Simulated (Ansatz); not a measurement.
C2H8AlN. Total charge 0; spin multiplicity 1. The bonds changed during the relaxation, so this is another structure than the one it started from.

| atom | x (Å) | y (Å) | z (Å) |
| --- | --- | --- | --- |
| C1 | 1.485 | -0.337 | 0.290 |
| C2 | 0.119 | -0.486 | -0.324 |
| N3 | -0.998 | -0.137 | 0.658 |
| Al4 | -1.012 | 0.955 | -1.015 |
| H5 | 2.251 | -0.537 | -0.462 |
| H6 | 1.655 | -1.025 | 1.130 |
| H7 | 1.657 | 0.683 | 0.650 |
| H8 | -0.057 | -1.497 | -0.688 |
| H9 | -1.631 | -0.899 | 0.860 |
| H10 | -0.648 | 0.244 | 1.528 |
| H11 | -0.571 | 2.448 | -0.687 |
| H12 | -2.251 | 0.587 | -1.939 |

(1) What are the harmonic wavenumbers in cm⁻¹ at PBE0-D4/def2-TZVP (Ansatz, finite differences of forces, unscaled)? (An estimate is asked.)

(2) Is this a minimum?

(3) Give the ideal-gas thermochemistry at 298.15 K and 1 bar (rigid rotor, harmonic oscillator; point group C1, symmetry number 1).

(4) And at 400, 500, 600, 800 and 1000 K?

Answers

(1) Ansatz gave: 120, 244, 301, 373, 425, 482, 573, 599, 621, 749, 826, 929, 930, 960, 1071, 1154, 1217, 1351, 1403, 1480, 1491, 1602, 1900, 1907, 3002, 3072, 3112, 3123, 3531, 3629.

(2) Yes, all 30 modes are real.

(3) Zero-point energy 252.3 kJ/mol; H(298) − E = 271.0 kJ/mol; entropy 315.3 J/(mol·K), of which translation 162.4, rotation 105.5, vibration 47.4; G(298) − E = 177.0 kJ/mol.

(4) 
```csv
T (K),H − E (kJ/mol),S (J/mol/K),G − E (kJ/mol)
400,282.8,349.1,143.1
500,296.6,379.9,106.7
600,312.4,408.6,67.2
800,348.3,460.0,-19.8
1000,388.6,505.0,-116.4
```
